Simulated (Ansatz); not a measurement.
`C[CH2][Ge][F]` + dimethylamine → `C[N](C)[Ge][F]` + ethane at 700 K and 1 bar (ligand exchange at a Ge–C bond).

Calculated with Ansatz (gas phase, PBE0-D4/def2-TZVP geometries, no zero-point term in ΔE). CBS: MP2 limit from def2 TZ/QZ plus the TZ coupled-cluster correction, frozen cores. This one scheme is used for every species. For Ge outer-core shells are correlated without core-valence functions, which leaves a few kJ/mol of doubt a bond. Scalar relativity is left out up to krypton. One conformer a species, not always the lowest.

```
         species  CCSD(T)/CBS energy (Eh)  H − E (kJ/mol)  S (J/(mol·K))
 `C[CH2][Ge][F]`              -2255.03793           237.1          430.8
           `CNC`               -135.00321           296.9          352.4
`C[N](C)[Ge][F]`              -2310.36681           296.4          455.8
            `CC`                -79.71954           238.1          289.3
```

H − E and S are ideal-gas, rigid-rotor, harmonic terms from PBE0-D4/def2-TZVP, for one conformer and one mirror image of each species. 1 Eh = 2625.50 kJ/mol, R = 8.31446 J/(mol·K).

Problem. By hand: ΔE, ΔH, ΔS and ΔG.

Solution. ΔE = (-2310.36681) + (-79.71954) − (-2255.03793) − (-135.00321) = -0.04521 Eh = -118.7 kJ/mol. Δ(H − E) = 296.4 + 238.1 − 237.1 − 296.9 = 0.5, so ΔH = -118.2 kJ/mol. ΔS = 455.8 + 289.3 − 430.8 − 352.4 = -38.1 J/(mol·K). ΔG = -118.2 − 700 × (-38.1)/1000 = -91.5 kJ/mol.

Problem. By hand: the equilibrium constant, and the temperature at which ΔG would vanish if ΔH and ΔS stayed fixed.

Solution. log₁₀ K = −ΔG/(RT ln 10) = 6.8. ΔG = 0 at ΔH/ΔS = 3102 K, far beyond where these terms or the molecules hold.

ΔH outweighs TΔS. A doubt of 5 kJ/mol in ΔE shifts log₁₀ K by 0.4 here. Other conformers and mirror images would add mixing entropy, several J/(mol·K) or more a flexible species. Modes under 60 cm⁻¹, often nearly free rotors, make the harmonic entropy too high. These are equilibria of isolated gas molecules and say nothing of rates. Largest T1 diagnostic: 0.015 (customary marks: 0.02 for closed shells, 0.045 for open ones).
